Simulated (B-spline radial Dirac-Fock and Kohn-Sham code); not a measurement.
La²⁺: non-radiative channels of the N2 vacancy

System: the La²⁺ ion in the configuration 1s2 2s2 2p6 3s2 3p6 3d10 4s2 4p6 4d10 5s2 5p6 5d1.

Input of the calculation (task.json; shells as n, l, electrons):

```json
{"items": [{
  "Z": 57,
  "q": 2,
  "cfg": [[1, 0, 2], [2, 0, 2], [2, 1, 6], [3, 0, 2], [3, 1, 6], [3, 2, 10], [4, 0, 2], [4, 1, 6], [4, 2, 10], [5, 0, 2], [5, 1, 6], [5, 2, 1]],
  "A": 139,
  "rrms": 4.855,
  "do": ["binding", "quiet", "decay"],
  "holes": ["K", "L1", "L2", "L3", "M1", "M2", "M3", "M4", "M5", "N1", "N2", "N3", "N4", "N5"]
}]}
```

Command: `python xray_run.py task.json out`

Level of theory: a relativistic independent-particle model: LDA orbitals of the hole state, radiative multipoles to third order, Auger rates from the Coulomb interaction with a continuum orbital, Dirac-Fock energies; a radial finite-basis atomic code. Kinetic energies are configuration averages from the vacuum level; the two-hole energies are estimated from single-hole states.

```tsv
transition	kinetic energy (eV)	width (meV)	share (%)
N2-N4O1	43.77	573	22.3
N2-N5O1	46.73	87.2	3.4
N2-N4O2	63.75	405	15.7
N2-N5O2	66.55	380	14.8
N2-N4O3	66.60	820	31.8
N2-N5O3	69.62	94.3	3.7
N2-N4O4	90.07	32.9	1.3
N2-N4O5	90.21	67.6	2.6
N2-O1O2	134.5	25.9	1.0
N2-O2O2	152.1	15.6	0.6
N2-O2O3	155.7	46.7	1.8
```

Coster-Kronig rates are the weakest part of this model and often come out 1.5 to 2.5 times too large. The listed channels hold 99 % of the non-radiative rate. Summed by principal shells, of 2.58 eV in all: NNO 95.9 %, NOO 4.1 %.
